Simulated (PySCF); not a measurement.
Cartesian coordinates (Å):
```xyz
13

Mo    -0.2291    -0.1214    -0.3267
O     -1.5364     0.3398    -1.7016
H     -2.3328     0.7451    -1.3059
O     -1.5141     0.6911     0.9001
H     -2.1823     0.0317     1.1722
O      0.7463    -0.4206    -1.9188
H      0.3313    -0.1000    -2.7457
O      1.1323    -1.0228     0.7338
H      1.9472    -0.4974     0.8527
O     -1.1021    -1.7652     0.0730
H     -0.6276    -2.3063     0.7369
O      0.6685     1.5080     0.0559
H      0.4043     1.9527     0.8857
```
Charge 0, spin multiplicity 1.

Question: Estimate the charge on the central atom (Mulliken), HOMO–LUMO gap, LUMO, dipole moment and total energy that TPSSh-D3(BJ)/def2-TZVP // TPSS-D3(BJ)/def2-SVP run with PySCF returns for this input.

Answer: 
| Property | Result |
|---|---|
| charge on the central atom (Mulliken) | 1.60 e |
| HOMO–LUMO gap | 3.92 eV |
| LUMO | -3.98 eV |
| dipole moment | 1.86 D |
| total energy | -523.5218 Ha |
